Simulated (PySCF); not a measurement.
# One molecule, several mistakes: AlBGeH6N

All numbers below are calculated, not measured. They come from PySCF 2.14.0, an open-source quantum chemistry program, on an isolated molecule that a program drew, which may never have been made. The molecule is AlBGeH6N (charge 0, doublet), drawn as the SMILES string `B[N]([AlH])[GeH3]`.

Each row is a Hartree-Fock (HF) and frozen-core CCSD(T) single point in the cc-pV(D+d)Z basis, meant for a local HF minimum. Run 1 is clean. Each other run has one planted mistake out of seven kinds, and not every kind appears here: one electron removed, one electron added, multiplicity raised by two, geometry at a saddle point, minimal basis STO-3G, one bond length entered in bohr, all coordinates scaled. The reference is restricted for singlets and unrestricted otherwise, and also for a bond in bohr. Adding or removing an electron swaps singlet and doublet. Electrons count all cores. HOMO and LUMO are orbital energies over both spins, the gradient is its largest component, and the lowest frequency (negative if imaginary) is given only where the gradient is small. Bond lengths are over the 9 bonds as drawn. T1 is the CCSD diagnostic: over 0.02 (restricted) or 0.045 (unrestricted) a single reference is doubtful. Germanium has the cc-pVDZ-PP basis, with a core potential (ECP10MDF) in place of its 10 inner electrons, and its 3s, 3p and 3d shells are frozen in CCSD(T).

Geometry of the clean run:
```xyz
10
AlBGeH6N, angstrom
B    -1.6444   -0.7431    0.7114
N    -0.7627    0.3561    0.5642
Al   -1.0474    1.8389    1.5782
Ge    0.6221    0.1533   -0.6813
H    -1.5031   -1.7534    0.0638
H    -2.5625   -0.6898    1.4945
H    -0.0240    3.0426    1.3695
H     0.0234   -0.0913   -2.0680
H     1.4978   -1.0338   -0.2754
H     1.4512    1.4388   -0.6874
```

```
run  electrons  basis functions  <S^2>  HOMO (eV)  LUMO (eV)  gradient (hartree/bohr)  lowest frequency (cm^-1)  mean bond (Å)  longest bond (Å)      T1  HF (hartree)  CCSD(T) (hartree)                 mistake
  1         63              104  0.755      -8.30       1.10                  1.6e-06                        33         1.5232             1.874  0.0150    -617.94896         -618.41517                no fault
  2         62              104  0.000     -15.74      -6.83                  4.8e-02                         -         1.5232             1.874  0.0168    -617.67031         -618.13343    one electron removed
  3         63              104  0.758      -8.50       0.89                  2.6e-02                         -         1.6161             1.988  0.0174    -617.91959         -618.39700  all coordinates scaled
  4         63              104  1.595      -8.37       1.01                  6.8e-03                         -         1.6745             2.891  0.0400    -617.84626         -618.30016                       ?
  5         64              104  0.000      -0.36       6.54                  4.5e-02                         -         1.5232             1.874  0.0172    -617.93159         -618.43501                       ?
```

**Which mistake was planted in run 4, and what did it cost?**

The mean bond changes by a factor of 1.099 and the longest by 1.543, so the molecule wasn't scaled as a whole. A length L in bohr read as angstrom grows by (1/0.5292 - 1) L = 0.890 L. The 9 bonds together grew by 9 x 0.1513 = 1.362 Å, which gives L = 1.530 Å. That is the length of one of the Ge-H bonds, 1.530 Å in the clean geometry. So the mistake is: one bond length entered in bohr. Subtracting run 1 and multiplying by 627.51 kcal/mol a hartree, the energy moved by 64.4 kcal/mol in HF and 72.2 kcal/mol in CCSD(T).

**Which mistake was planted in run 5, and what did it cost?**

It counts 64 electrons, one more than the clean run, at the same geometry and basis. So the mistake is: one electron added. Subtracting run 1 and multiplying by 627.51 kcal/mol a hartree, the energy moved by 10.9 kcal/mol in HF and -12.4 kcal/mol in CCSD(T).

